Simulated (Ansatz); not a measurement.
`[OH][Nb]([OH])([F])([F])[F]`. Charge 0, multiplicity 1. Nb: def2 effective core potential.

```csv
atom,x (Å),y (Å),z (Å)
O1,-0.006,-1.295,0.750
Nb2,0.076,0.138,-0.452
O3,-0.369,1.448,0.801
F4,1.889,-0.194,-0.700
F5,0.236,1.387,-1.836
F6,-1.337,-0.592,-1.415
H7,0.063,-2.171,1.124
H8,-0.552,1.279,1.729
```

What are the harmonic wavenumbers in cm⁻¹ at PBE0-D4/def2-TZVP (Ansatz, finite differences of forces, unscaled)? (Estimate.)

The calculation gave: 40, 67, 196, 204, 250, 277, 286, 316, 380, 427, 560, 628, 706, 707, 752, 772, 3894, 3973.

Is this a minimum?

Yes, all 18 modes are real.

Give the ideal-gas thermochemistry at 298.15 K and 1 bar (rigid rotor, harmonic oscillator; point group Cs, symmetry number 1).

Zero-point energy 86.3 kJ/mol; H(298) − E = 111.7 kJ/mol; entropy 389.0 J/(mol·K), of which translation 173.9, rotation 115.5, vibration 99.6; G(298) − E = -4.3 kJ/mol. Modes under 100 cm⁻¹ are hindered rotations or soft bends, so the harmonic entropy is rough.

And at 400, 500, 600, 800 and 1000 K?


| T (K) | H − E (kJ/mol) | S (J/mol/K) | G − E (kJ/mol) |
| --- | --- | --- | --- |
| 400 | 125.5 | 428.6 | -46.0 |
| 500 | 140.0 | 460.9 | -90.5 |
| 600 | 155.1 | 488.5 | -138.0 |
| 800 | 186.5 | 533.6 | -240.4 |
| 1000 | 218.8 | 569.6 | -350.8 |
